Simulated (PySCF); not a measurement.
# TeO: from constants to spectrum

LC-ωPBE constants of TeO, ³Σ⁻ (triplet), unpaired electrons π ↑↑ (basis Te def2-SVPD with ECP28, O def2-SVPD; scalar-relativistic core potentials; PySCF 2.14; masses 129.9062 and 15.9949 u):

- ωe: 873.2 cm⁻¹
- ωexe: 2.7 cm⁻¹
- Be: 0.35462 cm⁻¹
- αe: 0.00168 cm⁻¹
- D (centrifugal): 2.34e-07 cm⁻¹
- De to Te + O: 3.57 eV

(1) Give the vibrational terms G(v) and spacings up to v = 6.

Spin–orbit coupling is left out, which matters for elements this heavy, above all for dissociation energies. The state is the lowest determinant that a PBE0 search found; another state may lie lower at other levels.

## Answers

(1) G(v) = ωe(v+½) − ωexe(v+½)².

```csv
v,G(v) (cm⁻¹),G(v) − G(v−1),Bv (cm⁻¹)
0,435.9,,0.3538
1,1303.7,867.8,0.3521
2,2166.1,862.4,0.3504
3,3023.1,857.0,0.3487
4,3874.7,851.6,0.3471
5,4720.9,846.2,0.3454
6,5561.7,840.8,0.3437
```
